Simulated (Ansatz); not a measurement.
Coupled-cluster run, C₃H₄BCl (`ClC1=CCB1`).

```yaml
crystal:
  periodic: [false, false, false]
  atoms:
    - {symbol: Cl, position_ang: [1.189921, 2.520996, 0.492164]}
    - {symbol: C, position_ang: [0.344389, 1.108922, 0.099438]}
    - {symbol: C, position_ang: [0.805891, -0.123559, -0.246539]}
    - {symbol: C, position_ang: [-0.464065, -0.871592, -0.529004]}
    - {symbol: B, position_ang: [-0.830038, 0.269383, 0.519143]}
    - {symbol: H, position_ang: [1.809069, -0.531747, -0.129032]}
    - {symbol: H, position_ang: [-0.501299, -1.916871, -0.222333]}
    - {symbol: H, position_ang: [-0.828494, -0.740074, -1.544600]}
    - {symbol: H, position_ang: [-1.436875, 0.238142, 1.543563]}
basis:
  gaussian: {orbitals: def2-TZVPP}
correlation: {method: ccsd_t}
output: {orbitals: {seedname: orbitals}}
```

```sh
$ ansatz run in.yaml --threads 2 --pin off --events-out ev --progress --plain --max-ram 4352MiB
```

The program prints (abridged):

```
Functional definition: HF
1323 factors; integrals over basis functions are off by at most 9.8e-4 eV
mean field evaluation 1: about -16326.5925 eV, gradient 3.3e1 eV
mean field evaluation 2: about -16326.8602 eV, gradient 3.3e1 eV
mean field evaluation 4: about -16329.8874 eV, gradient 4.1e0 eV
mean field evaluation 8: about -16329.9550 eV, gradient 3.0e-1 eV
mean field -16329.95559306 eV, -600.1147992037 hartree, gradient 4.8e-6 eV, S^2 0.000000; 0 other end points of the search recorded, 0 dependent functions left out
9 core orbitals not correlated: weight in the atoms' cores, before any rotation towards them, 1.000 or more for the frozen orbitals, at most 0.000 for the correlated occupied ones
reference -16329.95559306 eV, -600.1147992037 hartree; 13, 13 occupied and 200, 200 virtual orbitals, 1323 factors
second order -20.85126145 eV of doubles, -0.00000000 eV of singles
cycle   1  -21.25089416 eV  change   -4.0e-1 eV  update   9.9e-2
cycle   2  -21.78947680 eV  change   -5.4e-1 eV  update   2.9e-2
cycle   3  -21.89169190 eV  change   -1.0e-1 eV  update   1.4e-2
cycle   4  -21.88407963 eV  change    7.6e-3 eV  update   3.9e-3
cycle   5  -21.88415575 eV  change   -7.6e-5 eV  update   2.0e-3
cycle   6  -21.88438075 eV  change   -2.2e-4 eV  update   6.4e-4
cycle   7  -21.88409474 eV  change    2.9e-4 eV  update   2.7e-4
cycle   8  -21.88410488 eV  change   -1.0e-5 eV  update   9.3e-5
cycle   9  -21.88411932 eV  change   -1.4e-5 eV  update   3.1e-5
perturbative correction -1.07735689 eV, -0.0395921354 hartree
Total energy: -16352.91706928 eV, -600.9586178906 hartree
```

Run time 2.1 min (2 threads of an Arm Neoverse V1 on a shared host); peak host memory 3.5 GiB.

Correlation energy per correlated electron: -0.883 eV. T1 diagnostic: 0.0114.
